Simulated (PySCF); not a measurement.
PySCF 2.14 output of an unrestricted PBE calculation on a single atom or ion in aug-cc-pVTZ-PP with one added diffuse shell each of s, p, d, f, g type with ECP28MDF (7s7p6d4f3g, 113 functions), with a scalar-relativistic core potential:

```
SCF conv_tol = 1e-09
number electrons alpha = 7  beta = 4
    J. P. Perdew, K. Burke, and M. Ernzerhof.,  Phys. Rev. Lett. 77, 3865 (1996)
    J. P. Perdew, K. Burke, and M. Ernzerhof.,  Phys. Rev. Lett. 78, 1396 (1997)
    J. P. Perdew, K. Burke, and M. Ernzerhof.,  Phys. Rev. Lett. 77, 3865 (1996)
    J. P. Perdew, K. Burke, and M. Ernzerhof.,  Phys. Rev. Lett. 78, 1396 (1997)
cycle= 1 E= -46.1743840081997  delta_E= -0.00509  |g|= 0.0179  |ddm|= 0.845
cycle= 2 E= -46.1752289304451  delta_E= -0.000845  |g|= 0.0072  |ddm|= 0.25
cycle= 3 E= -46.1761335304656  delta_E= -0.000905  |g|= 0.00543  |ddm|= 0.21
cycle= 4 E= -46.176632553519  delta_E= -0.000499  |g|= 0.00519  |ddm|= 0.116
cycle= 5 E= -46.1773935848024  delta_E= -0.000761  |g|= 0.00287  |ddm|= 0.265
cycle= 6 E= -46.176898917299  delta_E= 0.000495  |g|= 0.00435  |ddm|= 0.214
cycle= 7 E= -46.1774531222509  delta_E= -0.000554  |g|= 0.00103  |ddm|= 0.354
cycle= 8 E= -46.177469938237  delta_E= -1.68e-05  |g|= 0.000324  |ddm|= 0.0382
cycle= 9 E= -46.1774718402293  delta_E= -1.9e-06  |g|= 6.31e-05  |ddm|= 0.0146
cycle= 10 E= -46.177471910385  delta_E= -7.02e-08  |g|= 8.56e-06  |ddm|= 0.00393
cycle= 11 E= -46.1774719115264  delta_E= -1.14e-09  |g|= 8.42e-07  |ddm|= 0.000426
cycle= 12 E= -46.1774719115272  delta_E= -8.31e-13  |g|= 1.19e-07  |ddm|= 5.87e-06
converged SCF energy = -46.1774719115272  <S^2> = 3.750625  2S+1 = 4.0003125
```

The run itself started from symmetry-adapted Hartree-Fock orbitals and held the occupation by maximum overlap, on a logarithmic radial grid, so the iterations belong to that start.

Q: Which element, charge and spin multiplicity is this?

A: Zr⁺ (zirconium, charge +1), multiplicity 4; the state was [Kr] 4d1 5s1 6s1, high-spin 4D determinant (an excited configuration).

⟨L²⟩ = 8.05 against 6 for a pure D term, so this real determinant mixes terms. Energies and moments cover only the electrons outside the core potential. The outer electron is Rydberg-like, and this basis confines it to a smaller radius and binds it less than a complete one would. The s, p, d and f populations moved away from the nominal configuration during the SCF.
